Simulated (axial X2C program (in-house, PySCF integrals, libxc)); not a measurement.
**Low determinants of RuSi at the PBE0 level, 2c**

Calculated with an in-house all-electron X2C program for linear molecules (integrals from PySCF). Two-component (2c) means X2C with spin–orbit coupling and atomic mean-field two-electron Coulomb and Gaunt terms. Basis: Ru dyall-cv3z [12s12p8d5f3g], Si dyall-v3z [8s7p2d1f] (cores contracted in-house); Gaussian nuclei, density fitting, unrestricted open shells. Masses: Ru 101.904 u, Si 27.977 u.

Search at 2.098 Å (vertical energies from the lowest determinant):

```tsv
ΔE (eV)	state	electrons beyond evenly filled partner blocks	electrons in ±ω = 1/2, 3/2, 5/2, 7/2
0.00	Ω = 3	ω = 1/2, ω = 5/2	39 16 3 0
0.23	Ω = 1	ω = -1/2, ω = 3/2	39 15 4 0
0.41	Ω = 2	ω = -1/2, ω = 5/2	39 16 3 0
0.50	Ω = 1	ω = -3/2, ω = 5/2	40 15 3 0
0.62	Ω = 2	ω = 1/2, ω = 3/2	39 15 4 0
0.93	Ω = 0	none	38 16 4 0
1.16	Ω = 2	2 × ω = 1/2, ω = -3/2, ω = 5/2	40 15 3 0
```

Lowest determinant, Ω = 3 (⟨Sz⟩ = 1.00, ⟨Lz⟩ = 2.00 at PBE0): Re = 2.086 Å, ωe = 484.5 cm⁻¹.

The determinant in row 2 of the search, Ω = 1 (⟨Sz⟩ = -1.00, ⟨Lz⟩ = 2.00 at PBE0), was followed along the bond at PBE0; measured from the minimum of the lowest determinant it gives:

Te = 0.228 eV (1835 cm⁻¹), Re = 2.086 Å, ωe = 484.7 cm⁻¹.

Problem. Compare the bond of the determinant in row 2 with that of the lowest one.

Solution. At PBE0 its Re is the same within 0.001 Å and its force constant, which goes as ωe², is 1.00 times that of the lowest determinant. T0 ≈ Te + Δωe/2 = 1835 + (0) = 1835 cm⁻¹.

The search compares states at one distance, so a state with another bond length can lie lower; it is not exhaustive and yields mostly the lowest determinant of each block pattern, so other components and higher states of one pattern are missing. These are energies of single determinants, not of spin-adapted states; PBE0 term energies can be off by some tenths of an eV, and the functional has no current term. Open-shell Ω = 0 determinants with evenly filled partner blocks cannot be reached by this program, so the Ω shown need not be the lowest component. The lowest determinant need not be the ground state where others lie within half an eV.
